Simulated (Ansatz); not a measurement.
Level of theory: frozen-core CCSD(T)/def2-TZVPP // TPSS-D3(BJ)/def2-SVP in Ansatz (a first-principles code).

Ansatz 0.2 input:
```yaml
crystal:
  periodic: [false, false, false]
  atoms:
    - { symbol: Mo, position_ang: [-0.000282, 0.000056, -0.000002] }
    - { symbol: Cl, position_ang: [1.698433, -1.571029, 0.034939] }
    - { symbol: Cl, position_ang: [0.334192, 0.310001, -2.269064] }
    - { symbol: Cl, position_ang: [1.535203, 1.67036, 0.455144] }
    - { symbol: Cl, position_ang: [-0.335124, -0.310725, 2.268829] }
    - { symbol: Cl, position_ang: [-1.535739, -1.670546, -0.454479] }
    - { symbol: Cl, position_ang: [-1.698275, 1.571683, -0.035689] }
basis:
  gaussian: { orbitals: def2-TZVPP }
correlation:
  method: ccsd_t
```

Output:

```
Functional definition: HF
1882 factors; integrals over basis functions are off by at most 7.3e-4 eV
mean field evaluation 1: about -76847.4996 eV, gradient 7.7e1 eV
mean field evaluation 2: about -76848.0755 eV, gradient 7.8e1 eV
mean field evaluation 4: about -76861.9744 eV, gradient 1.8e1 eV
mean field evaluation 8: about -76862.7600 eV, gradient 1.1e0 eV
mean field evaluation 16: about -76862.7663 eV, gradient 2.1e-6 eV
mean field evaluation 32: about -76850.2692 eV, gradient 5.6e1 eV
mean field evaluation 64: about -76854.9708 eV, gradient 3.3e1 eV
mean field evaluation 96: about -76856.8336 eV, gradient 2.2e0 eV
mean field evaluation 128: about -76857.2882 eV, gradient 6.1e0 eV
mean field evaluation 160: about -76857.5330 eV, gradient 3.0e-1 eV
mean field evaluation 192: about -76857.2592 eV, gradient 9.5e-1 eV
mean field evaluation 224: about -76857.5985 eV, gradient 4.7e-1 eV
mean field evaluation 256: about -76857.4714 eV, gradient 6.3e-1 eV
mean field evaluation 288: about -76856.8482 eV, gradient 2.0e0 eV
mean field evaluation 320: about -76856.7445 eV, gradient 2.7e-1 eV
mean field evaluation 352: about -76856.8275 eV, gradient 1.6e-1 eV
mean field evaluation 384: about -76856.7728 eV, gradient 2.0e-1 eV
mean field evaluation 416: about -76853.8093 eV, gradient 3.5e1 eV
mean field evaluation 448: about -76857.6419 eV, gradient 1.1e-1 eV
mean field evaluation 480: about -76857.4957 eV, gradient 1.3e-1 eV
mean field evaluation 512: about -76857.6265 eV, gradient 2.3e-1 eV
mean field evaluation 544: about -76857.5277 eV, gradient 2.5e-1 eV
mean field evaluation 576: about -76856.8801 eV, gradient 2.1e-1 eV
mean field evaluation 608: about -76852.5134 eV, gradient 4.6e1 eV
mean field evaluation 640: about -76856.8312 eV, gradient 2.7e-1 eV
mean field evaluation 672: about -76856.8344 eV, gradient 5.9e-2 eV
mean field evaluation 704: about -76856.6942 eV, gradient 7.3e-1 eV
mean field -76862.76627866 eV, -2824.6545612865 hartree, gradient 2.1e-6 eV, S^2 0.000000; 0 other end points of the search recorded, 0 dependent functions left out
30 core orbitals not correlated
reference -76862.76627866 eV, -2824.6545612865 hartree; 28, 28 occupied and 250, 250 virtual orbitals, 1882 factors
second order -49.32086384 eV of doubles, -0.00000000 eV of singles
cycle   1  -44.86512050 eV  change     4.5e0 eV  update   5.0e-1
cycle   2  -48.01993233 eV  change    -3.2e0 eV  update   5.1e-1
cycle   3  -48.63170093 eV  change   -6.1e-1 eV  update   8.8e-2
cycle   4  -48.61484497 eV  change    1.7e-2 eV  update   5.4e-2
cycle   5  -48.59855332 eV  change    1.6e-2 eV  update   1.3e-2
cycle   6  -48.58619185 eV  change    1.2e-2 eV  update   5.1e-3
cycle   7  -48.58505889 eV  change    1.1e-3 eV  update   1.8e-3
cycle   8  -48.58516852 eV  change   -1.1e-4 eV  update   6.2e-4
cycle   9  -48.58602401 eV  change   -8.6e-4 eV  update   2.6e-4
cycle  10  -48.58640680 eV  change   -3.8e-4 eV  update   8.2e-5
cycle  11  -48.58637549 eV  change    3.1e-5 eV  update   3.0e-5
cycle  12  -48.58632307 eV  change    5.2e-5 eV  update   1.4e-5
perturbative correction -3.41823577 eV, -0.1256178476 hartree
Total energy: -76914.77083750 eV, -2826.5656935738 hartree
```

Cost: roughly 80 core-minutes.
